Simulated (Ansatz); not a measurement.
`F[SiH](F)S[SiH2]`• → 2 F• + 3 H• + S• + 2 Si•  (atomization)

Gas-phase electronic energies from Ansatz, PBE0-D4/def2-TZVP geometries. CCSD(T)/CBS is the MP2 limit (def2-TZVPP, def2-QZVPP) plus CCSD(T) − MP2 in def2-TZVPP, frozen cores. This one scheme is used for every species, atoms too. For atomizations the MP2-based limit and the directly extrapolated one differ by several kJ/mol either way, and by 10 to 25 for some Ge, Se and Sn compounds, so smaller differences from it don't rank the levels. DFT in def2-TZVPP. Open shells (•) are unrestricted, without spin–orbit coupling. Spin–orbit coupling would lower the free atoms: a little for F, S, Si. One conformer a species, not always the lowest.

CCSD(T)/CBS gives +2765.8 kJ/mol.

(1) Another level gave +2629.7 kJ/mol. Which?
A. CAM-B3LYP-D4/def2-TZVPP
B. PBE/def2-TZVPP
C. B2PLYP/def2-TZVPP
D. CCSD/def2-TZVPP

Largest T1 diagnostic among the species: 0.014.

Answers

(1) D. CCSD/def2-TZVPP 2629.7, B2PLYP 2710.5, PBE 2749.6, CAM-B3LYP-D4 2753.8 kJ/mol.

The D4 term adds +38.8 kJ/mol with B3LYP and +20.1 kJ/mol with PBE0; it sums over pairs of atoms, weighted by their polarisabilities, and B3LYP, whose exchange is more repulsive, gets the larger term. From r2SCAN to r2SCAN0 (25 % exact exchange), in def2-TZVPP and without D4, ΔE moves by −55.7 kJ/mol: exact exchange takes away binding that semilocal exchange gives to molecules. In def2-TZVPP, CCSD(T) changes the Hartree–Fock value by +619.9 kJ/mol (the triples alone add +42.4 kJ/mol) and MP2 by +695.8 kJ/mol; breaking electron pairs costs correlation energy, which Hartree–Fock lacks.

B3LYP here is the variant with VWN-RPA as its local correlation; programs differ in this.
